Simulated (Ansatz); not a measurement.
Relaxation of CH$_{12}$AlNSi$_{3}$ (18 atoms, charge 0, multiplicity 1), to a largest force component of 0.015 eV/Å in at most 40 steps.

Method: RHF/cc-pVDZ in Ansatz 0.2.0.

```xyz
18
Properties=species:S:1:pos:R:3:forces:R:3
C -0.396 -0.832 1.959 -2.27 2.38 0.25
Si 1.194 -0.268 1.228 0.91 0.04 1.00
Si 1.152 -0.625 -0.989 1.78 -0.52 -0.55
N 0.788 -2.310 -1.306 -3.23 0.09 -4.08
Al -0.366 0.826 -2.002 -0.52 0.44 -1.10
Si -1.535 2.420 -0.667 -0.22 0.53 0.14
H -0.563 -1.872 1.785 -0.27 -0.83 0.06
H -0.416 -0.556 3.029 -0.06 -0.55 -0.30
H -1.258 -0.209 1.493 1.31 -1.28 0.70
H 2.275 -1.051 1.871 0.31 -0.01 0.13
H 1.406 1.167 1.506 0.12 0.32 0.11
H 2.543 -0.364 -1.508 -0.04 0.28 -0.06
H 0.200 -2.274 -2.294 2.32 -0.73 3.72
H 1.611 -2.828 -1.512 0.43 -0.55 -0.11
H -0.617 0.756 -3.557 -0.11 -0.02 -0.31
H -1.234 3.795 -1.132 -0.11 0.26 -0.02
H -1.097 2.315 0.736 -0.05 0.07 0.35
H -2.990 2.167 -0.749 -0.30 0.09 0.07
```

Q: Where does it end, and by what steps?

A: The forces met the threshold. After 32 steps the energy has fallen by 1.149 eV; H15 moved furthest, 0.98 Å.

```csv
step,energy less start (eV),largest force component (eV/Å),accepted
0,0.0000,4.080,yes
2,-1.0578,1.051,yes
4,-1.1123,0.294,yes
6,-1.1340,0.067,yes
8,-1.1389,0.107,yes
10,-1.1423,0.099,yes
12,-1.1439,0.079,yes
14,-1.1451,0.037,yes
16,-1.1460,0.069,yes
18,-1.1470,0.060,yes
20,-1.1470,0.059,no
22,-1.1478,0.029,yes
24,-1.1481,0.030,yes
26,-1.1483,0.030,yes
28,-1.1486,0.021,yes
30,-1.1486,0.026,yes
32,-1.1488,0.010,yes
```

```xyz
18
Properties=species:S:1:pos:R:3
C -0.376 -1.143 2.144
Si 1.250 -0.522 1.380
Si 1.173 -0.519 -0.994
N 1.015 -2.204 -1.505
Al -0.727 0.781 -1.954
Si -1.610 2.909 -0.985
H -0.627 -2.132 1.752
H -0.293 -1.215 3.231
H -1.203 -0.465 1.914
H 2.369 -1.405 1.833
H 1.543 0.858 1.870
H 2.449 0.134 -1.457
H 0.836 -2.370 -2.480
H 1.733 -2.839 -1.203
H -1.416 0.251 -3.292
H -1.231 4.069 -1.848
H -1.086 3.184 0.385
H -3.101 2.887 -0.898
```

Whether the end is a true minimum wasn't checked by a vibrational analysis.

Time of the run: 2.8 min on 2 threads of Arm Neoverse V1 (shared host), peak memory 0.51 GiB.
